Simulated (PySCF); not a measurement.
# Static response to an electric field

Species: C4H8GeOSi.
Cartesian coordinates in Å at the PBE0-D3(BJ)/def2-SVP level; atoms count from 1:
```
atom  x, y, z in Å
C1    -1.8934    0.7399   -0.5256
C2    -2.0472    0.4678    0.9427
O3    -3.0882    0.6227    1.5394
Si4   -0.5561   -0.1805    2.0059
C5     0.9957   -0.2157    1.0285
C6     1.9950   -0.2048    0.3203
Ge7    3.5514   -0.1842   -0.7764
H8    -2.8547    1.0514   -0.9573
H9    -1.5119   -0.1588   -1.0374
H10   -1.1330    1.5236   -0.6777
H11   -0.9009   -1.5568    2.4636
H12   -0.4046    0.7251    3.1783
H13    3.8672    1.2724   -1.1457
H14    3.2663   -1.0037   -2.0431
H15    4.7161   -0.8019    0.0092
```

Level: CAM-B3LYP/def2-SVPD (PySCF), static field, nuclei fixed, core orbitals frozen in the response. The polarisability tensor in these axes (au):

```
x   139.32  -6.12 -20.91
y    -6.12  84.20  -2.75
z   -20.91  -2.75 108.27
```

Diagonalise the tensor; give its mean and Δα, where Δα² is half the sum of the squared differences of the eigenvalues.

Principal values 82.19, 99.48 and 150.12 au; mean 110.60 au = 16.39 Å³ = 18.23 × 10⁻⁴⁰ C²·m²/J; Δα = 61.14 au (55 % of the mean).

What is the dipole moment, and where does it point?

(2.71, -0.18, -2.11) D, 3.44 D in size, pointing from the negative to the positive side. Measured along this direction, the outermost atoms are O3 at the negative end and H14 at the positive end.

What would n − 1 = 2πNα be for an ideal gas of these molecules at 298.15 K and 1 atm, electronic part alone?

N = p/kT = 2.4615 × 10¹⁹ cm⁻³, so n − 1 = 2π × N × 16.39 × 10⁻²⁴ cm³ = 2535 × 10⁻⁶ at long wavelengths, for an ideal gas.

Find the Langevin capture rate constant for H3+ (3.023 u) meeting this molecule (173.956 u), k = 2.342 × 10⁻⁹ cm³/s × √(α in Å³ / reduced mass in u).

The reduced mass is 2.97 u, so k = 5.50 × 10⁻⁹ cm³/s. The formula leaves out the permanent dipole, which adds to the capture rate.

How large is μ²/3kT at 250 K beside α?

In Gaussian units μ²/3kT = 114.18 Å³ against 16.39 Å³, a ratio of 6.97; the Debye molar polarisation (4π/3)N_A(α + μ²/3kT) is 329.4 cm³/mol, leaving out the vibrational part.

Directions of the eigenvectors, and the extent of the frame along each?

Largest value along (0.89, -0.06, -0.44), where the nuclei span 7.75 Å; middle along (0.40, -0.32, 0.86), 4.64 Å; least along (0.20, 0.95, 0.26), 2.68 Å. The response follows the extents in order.

Geometry: PBE0-D3(BJ)/def2-SVP, one conformer, isolated molecule. The calculation is non-relativistic, for germanium too.

These values come from a run that also computed excited states. Time: 1.8 min. Hardware: Arm Neoverse N1, one thread, no GPU, on a shared host.
